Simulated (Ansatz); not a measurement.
C3H8Si, SMILES `[SiH3]C1CC1`, relaxed with RKS PBE-D4/def2-SVP in Ansatz from a rough embedded geometry. The force threshold is 0.03 eV/Å; the program also tests the step.

Total charge 0; spin multiplicity 1.

Start:

```xyz
12

Si   -1.501    0.541    0.288
C     0.314    0.496    0.198
C     0.936   -0.249   -0.912
C     1.020   -0.863    0.403
H    -1.975    0.790    1.721
H    -2.080    1.692   -0.542
H    -2.151   -0.711   -0.194
H     0.794    1.374    0.498
H     0.347   -0.758   -1.695
H     1.880    0.154   -1.379
H     0.444   -1.686    0.666
H     1.973   -0.782    0.948
```

Task: By how much does the energy fall, and how many steps does the optimiser take? (An estimate is asked.)

Result: The calculation gave: 31.05 kJ/mol, in 5 steps, 1 of them rejected.

Task: Which bonds change most? (Estimate.)

Result: Computed: C4–H11 from 1.039 to 1.103 Å; C2–H8 from 1.045 to 1.104 Å; Si1–C2 from 1.818 to 1.876 Å; C3–C4 from 1.454 to 1.504 Å.

Task: Give the relaxed structure. (An estimate is asked.)

Result: Computed: 
```xyz
12

Si   -1.559    0.580    0.303
C     0.311    0.485    0.182
C     0.973   -0.268   -0.963
C     1.035   -0.830    0.431
H    -2.011    0.795    1.724
H    -2.112    1.701   -0.538
H    -2.135   -0.722   -0.193
H     0.847    1.388    0.523
H     0.330   -0.775   -1.701
H     1.890    0.164   -1.396
H     0.435   -1.727    0.657
H     1.995   -0.791    0.970
```
